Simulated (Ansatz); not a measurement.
Correlation energies of C$_{2}$H$_{7}$FSi$_{2}$ (`CC1(F)[SiH2][SiH2]1`) by basis set

Cartesian coordinates in Å:
```
C 1.097 0.017 1.108
C -0.232 0.305 0.463
F -1.046 1.034 1.319
Si -1.032 -1.126 -0.540
Si -0.201 0.803 -1.393
H 1.738 -0.558 0.433
H 1.620 0.946 1.355
H 0.968 -0.567 2.024
H -2.508 -1.223 -0.450
H -0.342 -2.439 -0.504
H 1.133 0.983 -2.017
H -1.196 1.824 -1.798
```

The species carries charge 0 and has multiplicity 1. Geometry: relaxed with PBE0-D4/def2-TZVP. Frozen core, restricted reference, Ansatz. CBS rows extrapolate triple and quadruple zeta; past MP2 they add the triple-zeta difference.

```csv
basis,HF (Eh),MP2 corr.,CCSD corr.,(T),CCSD(T) total
def2-TZVPP,-757.13392,-0.83410,-0.88751,-0.03501,-758.05644
def2-QZVPP,-757.15950,-0.89841,–,–,–
CBS(def2),-757.16302,-0.94605,-0.99946,as TZ,-758.19749
```
